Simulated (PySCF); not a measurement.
**Molecular orbitals of SrBe⁺**

PBE0 at R = 3.204 Å; PySCF, spin-free X2C with a Gaussian nucleus, basis sets Sr x2c-SVPall, Be x2c-SVPall. State: ²Σ⁺ (doublet), unpaired electrons σ ↑. Only the outer orbitals are listed, counted within each symmetry.

```
spin  orbital  occ.  ε (eV)  on Sr (%)            main shells (%)
   α       8σ     1  -50.35        100                   100 Sr s
   α       4π     1  -30.95        100                   100 Sr p
   α       4π     1  -30.95        100                   100 Sr p
   α       9σ     1  -30.82        100                   100 Sr p
   α      10σ     1  -11.29         35   66 Be s, 19 Sr s, 9 Sr p
   α      11σ     1   -8.56         74  75 Sr s, 14 Be p, 13 Be s
   α      12σ     0   -6.29         61  40 Sr d, 36 Be p, 10 Sr s
   α       5π     0   -6.18         57           50 Sr d, 42 Be p
   α       5π     0   -6.18         57           50 Sr d, 42 Be p
   β       8σ     1  -50.27        100                   100 Sr s
   β       4π     1  -30.86        100                   100 Sr p
   β       4π     1  -30.86        100                   100 Sr p
   β       9σ     1  -30.75        100                   100 Sr p
   β      10σ     1  -11.07         39  55 Be s, 18 Sr s, 12 Sr p
   β      11σ     0   -6.54         86           85 Sr s, 14 Be s
   β       5π     0   -5.92         59           52 Sr d, 41 Be p
   β       5π     0   -5.92         59           52 Sr d, 41 Be p
```

Q: Which are the highest filled and the lowest empty level, where do they sit, and how wide is the gap?

A: Highest filled α 11σ at -8.56 eV (in %: 75 Sr s, 14 Be p, 13 Be s); lowest empty β 11σ at -6.54 eV (in %: 85 Sr s, 14 Be s); the gap at PBE0 is 2.02 eV.

* bond order (Mayer): 0.82
* ⟨S²⟩: 0.792
* charge on Sr (Mulliken, basis-dependent): 0.54
* charge on Sr (Löwdin, basis-dependent): 0.75
* dipole moment (positive dipole points towards Be; it is taken about the centre of mass and depends on that origin): 0.23 D
* polarisability along the bond: 272.8 bohr³
* polarisability across the bond: 114.5 bohr³

Spin–orbit coupling is left out. The state is the lowest determinant that a PBE0 search found; another state may lie lower at other levels.
